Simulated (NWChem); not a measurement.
# CH2FNOSi; SMILES N#CO[SiH2]F

```xyz
7

N      0.4425    -2.5702    -0.4131
C      0.0325    -1.5864     0.0580
O     -0.4460    -0.5198     0.6161
Si    -0.4359     1.0238    -0.0937
F      1.0113     1.6729     0.1118
H     -1.4387     1.7671     0.6841
H     -0.7092     0.8660    -1.5338
```
Atoms are numbered in this order, from 1.

Program: NWChem. Pople sets run with spherical d functions. STO-3G and 3-21G are far too small for this property and stand as cheap habits. All runs use the structure optimised with B3LYP/6-31G* (spherical d). Field at 589 nm.

Problem. Order these by “isotropic polarisability (bohr³)”, lowest first: B3LYP/def2-SVPD; B3LYP/def2-SVP; B3LYP/STO-3G.

Solution. B3LYP/STO-3G (20.8), B3LYP/def2-SVP (36.2), B3LYP/def2-SVPD (45.3)
